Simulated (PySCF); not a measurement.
# Nuclear quadrupole coupling in `CO[C@@H]1CO[Si@@H](CCl)O1`

Compound: C₄H₉ClO₃Si.
Structure used (GFN2-xTB), in Å, numbered top down from 1:
```
atom  x, y, z in Å
C1     2.5803    1.0212    0.5220
O2     1.8373    0.4245   -0.5252
C3     0.9864   -0.5890   -0.1074
C4     0.2859   -1.1309   -1.3713
O5    -1.0154   -0.6250   -1.4036
Si6   -1.3056    0.3480   -0.1245
C7    -2.8810   -0.1004    0.8273
Cl8   -4.2270    0.8194    0.1290
O9     0.0039   -0.1156    0.7551
H10    3.2354    0.2826    0.9969
H11    3.1760    1.8041    0.0595
H12    1.9154    1.4500    1.2754
H13    1.5481   -1.3687    0.4339
H14    0.2419   -2.2218   -1.3677
H15    0.8371   -0.7792   -2.2454
H16   -1.2483    1.7553   -0.4985
H17   -3.1538   -1.1511    0.7588
H18   -2.8252    0.1828    1.8741
```

Field gradients from the PBE0/pcSseg-1 density (PySCF, non-relativistic), principal values in atomic units, ordered |Vxx| ≤ |Vyy| ≤ |Vzz|:

```json
{"atom": "O2", "Vxx": "-0.0616", "Vyy": "-1.8621", "Vzz": "1.9237"}
{"atom": "O5", "Vxx": "-0.4596", "Vyy": "-1.2520", "Vzz": "1.7116"}
{"atom": "Cl8", "Vxx": "-1.9845", "Vyy": "-2.0920", "Vzz": "4.0765"}
{"atom": "O9", "Vxx": "-0.4738", "Vyy": "-1.0677", "Vzz": "1.5415"}
```

Q: Find the asymmetry η = (Vxx − Vyy)/Vzz and the couplings χ = eQV/h (234.96 MHz × Q in barn × V in au), with Q(17O) = −0.0256 b, Q(35Cl) = −0.0817 b.

A: 
```csv
atom,environment,nucleus,η,χzz (MHz),χxx (MHz),χyy (MHz)
O2,ether oxygen,17O,0.94,-11.57,0.37,11.20
O5,silyl ether oxygen,17O,0.46,-10.30,2.76,7.53
Cl8,alkyl chlorine,35Cl,0.03,-78.26,38.10,40.16
O9,silyl ether oxygen,17O,0.39,-9.27,2.85,6.42
```

The gradient is axial or nearly so (η below 0.05) at Cl8. At O2 η is above 0.9: Vyy and Vzz are nearly equal in size and opposite in sign, so a small change could swap them and flip the sign of χzz. The tensor is traceless: Vxx + Vyy + Vzz = 0.

Q: What is Vzz at O2 in SI units (1 au = 9.71736 × 10²¹ V/m²)?

A: 1.9237 au = 18.693 × 10²¹ V/m².

Q: And the gradient at the other heavy atoms, for which no coupling is worked out here?

A: 
| atom | environment | Vzz (au) | η |
| --- | --- | --- | --- |
| C1 | methoxy carbon | 0.412 | 0.10 |
| C3 | sp3 carbon bearing two oxygens | -0.357 | 0.84 |
| C4 | sp3 carbon bound to oxygen | 0.395 | 0.33 |
| Si6 | oxygen-bound silicon | 0.662 | 0.39 |
| C7 | sp3 C–Cl carbon | 0.492 | 0.18 |

Q: What couplings would deuterons (Q(2H) = 0.00286 b) have in place of the hydrogens, at this geometry?

A: 
```
atom  bonded to  bond length (Å)  Vzz (au)     η  χzz (kHz)
 H10         C1            1.096    0.2926  0.09        197
 H11         C1            1.087    0.3084  0.07        207
 H12         C1            1.093    0.2946  0.07        198
 H13         C3            1.103    0.2718  0.03        183
 H14         C4            1.092    0.2963  0.05        199
 H15         C4            1.091    0.2934  0.06        197
 H16        Si6            1.457    0.1602  0.00        108
 H17         C7            1.088    0.3103  0.07        208
 H18         C7            1.086    0.3135  0.06        211
```

Geometry: GFN2-xTB, one conformer, isolated molecule. GFN2-xTB bond lengths can be off by several hundredths of an ångström, more for odd bonds, and the gradients follow them. A larger basis could move these couplings by a tenth or more.
